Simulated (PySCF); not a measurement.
# How the method changes the shape and vibrations of AlFH3OSi cation

Calculated results; nothing here was measured. They come from PySCF 2.14.0, an open-source quantum chemistry program, on an isolated molecule that a program drew, which may never have been made. The molecule is AlFH3OSi cation (charge +1, singlet), drawn as the SMILES string `[F][AlH][O][SiH2+]`.

The geometry was optimised and harmonic frequencies were computed with HF and MP2, all in the cc-pV(D+d)Z basis, for the commonest isotopes, with a restricted reference for singlets and an unrestricted one otherwise, and a frozen core in MP2. Each result is a local minimum of its method.

Geometry at the HF minimum:
```xyz
7
AlFH3OSi cation, angstrom
F    -0.0261    2.9270   -5.0438
Al   -0.6376    2.5156   -3.5887
O     0.3197    1.1883   -2.9309
Si    1.2875    0.0399   -2.5541
H    -1.8220    3.0625   -2.7714
H     0.9529   -1.3255   -2.9354
H     2.5014    0.3486   -1.8105
```

Lengths of the bonds as drawn, in Å (atoms numbered as above):
```
  bond     HF    MP2
F1-Al2  1.631  1.651
Al2-O3  1.764  1.797
O3-Si4  1.548  1.570
Al2-H5  1.539  1.542
Si4-H6  1.457  1.463
Si4-H7  1.457  1.463
```

Rotational constants, in GHz:
```
constant     HF    MP2
       A  15.19   15.1
       B  2.015  1.938
       C  1.821  1.757
```

Harmonic frequencies in cm^-1, each column in rising order, so a row needn't be the same motion in every method:
```
rank    HF   MP2
   1    75    75
   2    83    79
   3   142   120
   4   300   271
   5   503   475
   6   512   481
   7   652   621
   8   757   711
   9   812   762
  10   902   874
  11  1046     ?
  12  1232  1174
  13  2166  2128
  14  2443  2375
  15  2490  2430
```

**Estimate the missing MP2 frequency from the HF column.**

A single factor s that minimises the squared misfit of MP2 against s times HF over the other rows is sum(HF x MP2) / sum(HF^2) = 0.9706, with an rms misfit of 17 cm^-1. For rank 11 it gives 0.9706 x 1046 = 1015 cm^-1. The calculation gives 998 cm^-1, 17 cm^-1 below the estimate. The drawn bonds are on average 0.9 % longer in MP2 than in HF.
